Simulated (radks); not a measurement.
Question: Coherent X-ray form factor from a spherical all-electron density. Calculated with a radial shooting solver on a logarithmic mesh with Libxc functionals: Dirac Kohn-Sham, B86b exchange with PBE correlation, spin-unpolarised, spherical densities, finite nucleus; Fermi nuclear charge, rms radius of each element as measured or else 0.836 A^(1/3) + 0.57 fm.

sin(theta)/lambda (1/angstrom),f0 (electrons)
0.05,33.607
0.1,32.504
0.15,30.889
0.2,29.006
0.25,27.071
0.3,25.228
0.4,22.031
0.5,19.411
0.6,17.139
0.8,13.246
1,10.274
1.25,7.898
1.5,6.576
2,5.199

The species is in the configuration that NIST lists as its ground one. Which atom or ion scatters so?

Answer: The rubidium ion Rb3+, [Ar] 3d10 4s2 4p4. Extrapolating in s^2 from the first two rows gives f0(0) = 34.0, near the electron count 34; among species with that count, the fall with angle is slower the higher Z, and the table is that of Z = 37; from so few rows the species is fixed only to a neighbour or two.
